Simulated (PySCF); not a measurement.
Species: C7H10NOP.
Atom-mapped SMILES: `[CH3:1][C@@H:2]1[CH2:3][P@:4]1(=[NH:5])[c:6]1[cH:7][cH:8][cH:9][o:10]1` (hydrogens: H11, H12, H13 on C1; H14 on C2; H15, H16 on C3; H17 on N5; H18 on C7; H19 on C8; H20 on C9)

Cartesian coordinates in Å at the PBE0-D3(BJ)/def2-SVP level; atoms count from 1:
```xyz
20
C7H10NOP angstrom
C     -2.0719    1.0977   -0.6356
C     -1.9265   -0.2917   -0.0730
C     -1.3737   -0.5119    1.3664
P     -0.3952   -1.2504    0.0403
N     -0.0055   -2.7088   -0.3791
C      1.0345   -0.2185   -0.2273
C      2.1907   -0.5137   -0.8926
C      3.0135    0.6477   -0.7822
C      2.2917    1.5528   -0.0612
O      1.0938    1.0374    0.2805
H     -2.9187    1.6220   -0.1617
H     -1.1676    1.6975   -0.4608
H     -2.2545    1.0686   -1.7204
H     -2.7832   -0.9480   -0.2843
H     -0.9478    0.3703    1.8595
H     -1.9590   -1.1508    2.0369
H     -0.7727   -3.3765   -0.4003
H      2.4025   -1.4623   -1.3799
H      4.0141    0.7916   -1.1841
H      2.4899    2.5666    0.2775
```

The closed-shell ground state was solved at several levels (PySCF, density fitting, gas phase, non-relativistic).

```csv
level,basis functions,total energy (Eh),HOMO (eV),LUMO (eV),gap (eV),dipole (D)
PBE0/pcSseg-1,227,-743.3510,-6.01,-0.48,5.53,2.60
wB97X-D/def2-SVPD,287,-743.4892,-7.88,1.16,9.04,2.86
```

**Question.** Estimate the row for B3LYP/pcSseg-1, a basis of 227 functions; the other rows only guide the guess.

**Answer.** Total energy -743.9684 Eh, HOMO -5.77 eV, LUMO -0.67 eV, gap 5.10 eV, dipole 2.51 D.

**Question.** Over all these levels, which gives the widest orbital gap and which the narrowest?

**Answer.** wB97X-D/def2-SVPD (range-separated hybrid) has the widest, 9.04 eV, and B3LYP/pcSseg-1 (global hybrid, 20 % exact exchange) the narrowest, 5.10 eV. Functional and basis both differ between the two, so the spread mixes both effects.

**Question.** How far do the dipole and the HOMO energy spread over the levels?

**Answer.** The dipole runs from 2.51 to 2.86 D (mean 2.66 D) and the HOMO from -7.88 to -5.77 eV.

One conformer stands for the species.

The pairwise dispersion term of wB97X-D wasn't added to the energies; at a given geometry it leaves orbitals and properties as they are.
